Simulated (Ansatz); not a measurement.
Total energies of `O[CH2][InH][OH]`.

Z-matrix (Å, degrees):
```
C
In 1 2.160
O 1 1.403 2 108.1
H 1 1.099 2 108.4 3 121.8
H 1 1.093 2 111.5 3 -120.2
O 2 2.019 1 91.8 3 -17.8
H 2 1.705 1 152.3 3 163.8
H 3 0.969 1 109.0 2 23.2
H 6 0.957 2 120.2 1 177.9
```

Total charge 0; spin multiplicity 1. Correlated methods include outer-core shells of In, which these sets cover unevenly. In: def2 effective core potential. The structure was optimised at the PBE0-D4/def2-TZVP level. It is one conformer, not always the lowest. Basis def2-TZVPP, Ansatz.

RPA on PBE orbitals: Hartree–Fock energy of these orbitals -379.71055 Eh, correlation -1.45953 Eh (frozen core).

```
 functional  energy without D4 (Eh)  D4 term (kJ/mol)
LDA (SPW92)              -379.99222                 –
      BHLYP              -381.58032             -19.3
```

Give the same for PBE, revPBE, BLYP, r2SCAN, B97M-V, PBE0, B3LYP, r2SCANh, r2SCAN0, HSE06 (plane-wave form), CAM-B3LYP, LC-ωPBE, ωB97X-V, ωB97M-V, B2PLYP, PBE-QIDH. (Best estimate.)

Ansatz gave: 
```tsv
functional	energy without D4 (Eh)	D4 term (kJ/mol)
PBE	-381.55550	-14.7
revPBE	-381.75721	-43.8
BLYP	-381.67798	-32.4
r2SCAN	-381.73984	-3.4
B97M-V	-381.72128	–
PBE0	-381.55528	-12.4
B3LYP	-381.83948	-23.9
r2SCANh	-381.71330	-3.7
r2SCAN0	-381.67502	-4.1
HSE06 (plane-wave form)	-381.54470	-11.6
CAM-B3LYP	-381.67540	-12.6
LC-ωPBE	-381.68713	–
ωB97X-V	-381.68159	–
ωB97M-V	-381.64259	–
B2PLYP	-381.41732	–
PBE-QIDH	-381.32449	–
```

B3LYP takes the VWN-RPA correlation (the form of Gaussian; ORCA's B3LYP/G). HSE06 is the plane-wave form, built on full-range PBE exchange. The double hybrids freeze the cores in their second-order part.

LC-ωPBE has ω = 0.4 bohr⁻¹.
